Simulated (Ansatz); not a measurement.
Mulliken charges of C₂H₄AlNSe (`C1=[N][AlH][CH2][Se]1`) from PBE/def2-TZVPP in Ansatz (PBE0-D4/def2-TZVP geometry).

```json
{"atom": "C1", "x (Å)": "0.505", "y (Å)": "1.541", "z (Å)": "-0.524", "charge (e)": "-0.045"}
{"atom": "N2", "x (Å)": "1.461", "y (Å)": "0.879", "z (Å)": "-0.047", "charge (e)": "-0.264"}
{"atom": "Al3", "x (Å)": "0.924", "y (Å)": "-0.766", "z (Å)": "0.506", "charge (e)": "0.420"}
{"atom": "C4", "x (Å)": "-1.001", "y (Å)": "-0.812", "z (Å)": "0.107", "charge (e)": "-0.379"}
{"atom": "Se5", "x (Å)": "-1.345", "y (Å)": "0.930", "z (Å)": "-0.677", "charge (e)": "0.013"}
{"atom": "H6", "x (Å)": "0.603", "y (Å)": "2.560", "z (Å)": "-0.918", "charge (e)": "0.089"}
{"atom": "H7", "x (Å)": "1.853", "y (Å)": "-1.864", "z (Å)": "1.155", "charge (e)": "-0.093"}
{"atom": "H8", "x (Å)": "-1.282", "y (Å)": "-1.585", "z (Å)": "-0.611", "charge (e)": "0.129"}
{"atom": "H9", "x (Å)": "-1.630", "y (Å)": "-0.931", "z (Å)": "0.992", "charge (e)": "0.129"}
```

Task: By hand: the dipole of these point charges (1 e Å = 4.8032 D).

Result: Σ q r = (-0.153, -0.227, 0.059) e Å, of length 0.280 e Å = 1.34 D.

Task: How does the dipole of the full density compare? (Estimate.)

Result: Ansatz gave: (-0.155, -0.271, 0.076) e Å, 1.54 D; the point charges give 0.87 times that, at 4° from its direction.

Point charges leave out the atoms' own dipoles, such as those of lone pairs, and Mulliken's split depends on the basis, so the close match here is no proof of good charges.
